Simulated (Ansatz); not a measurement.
Reaction (ligand exchange at a B–C bond): `BC[O][AlH][Cl]` + `CNBN` → `BNBNC` + `C[O][AlH][Cl]`

Isolated molecules relaxed with PBE0-D4/def2-TZVP in Ansatz; ΔE leaves out vibrations. CBS: MP2 limit from def2 TZ/QZ plus the TZ coupled-cluster correction, frozen cores. Functionals use def2-TZVPP. B3LYP here is the variant with VWN-RPA as its local correlation; programs differ in this. Each species was taken in one conformer, which may not be the lowest.

```json
{"level": "r2SCAN-D4", "ΔE (kJ/mol)": "-117.2", "difference from CCSD(T)/CBS": "4.9"}
{"level": "PBE0-D4", "ΔE (kJ/mol)": "-116.8", "difference from CCSD(T)/CBS": "5.3"}
{"level": "B3LYP-D4", "ΔE (kJ/mol)": "-120.6", "difference from CCSD(T)/CBS": "1.5"}
{"level": "ωB97X-V", "ΔE (kJ/mol)": "-116.2", "difference from CCSD(T)/CBS": "5.9"}
{"level": "B2PLYP", "ΔE (kJ/mol)": "-122.3", "difference from CCSD(T)/CBS": "-0.2"}
{"level": "PBE", "ΔE (kJ/mol)": "-116.3", "difference from CCSD(T)/CBS": "5.8"}
{"level": "r2SCAN", "ΔE (kJ/mol)": "-117.0", "difference from CCSD(T)/CBS": "5.1"}
{"level": "B3LYP", "ΔE (kJ/mol)": "-119.5", "difference from CCSD(T)/CBS": "2.6"}
{"level": "MP2/def2-TZVPP", "ΔE (kJ/mol)": "-125.0", "difference from CCSD(T)/CBS": "-2.9"}
{"level": "SCS-MP2/def2-TZVPP", "ΔE (kJ/mol)": "-124.8", "difference from CCSD(T)/CBS": "-2.7"}
{"level": "CCSD/def2-TZVPP", "ΔE (kJ/mol)": "-122.4", "difference from CCSD(T)/CBS": "-0.3"}
{"level": "CCSD(T)/def2-TZVPP", "ΔE (kJ/mol)": "-124.4", "difference from CCSD(T)/CBS": "-2.3"}
{"level": "HF/def2-QZVPP", "ΔE (kJ/mol)": "-118.2", "difference from CCSD(T)/CBS": "3.9"}
{"level": "MP2/def2-QZVPP", "ΔE (kJ/mol)": "-123.7", "difference from CCSD(T)/CBS": "-1.6"}
{"level": "SCS-MP2/def2-QZVPP", "ΔE (kJ/mol)": "-123.7", "difference from CCSD(T)/CBS": "-1.6"}
{"level": "MP2/CBS(def2)", "ΔE (kJ/mol)": "-122.8", "difference from CCSD(T)/CBS": "-0.7"}
{"level": "CCSD(T)/CBS", "ΔE (kJ/mol)": "-122.1", "difference from CCSD(T)/CBS": "0"}
```

Largest T1 diagnostic among the species: 0.013.

In def2-TZVPP, CCSD(T) changes the Hartree–Fock value by −6.3 kJ/mol (the triples alone add −2.0 kJ/mol) and MP2 by −6.9 kJ/mol.
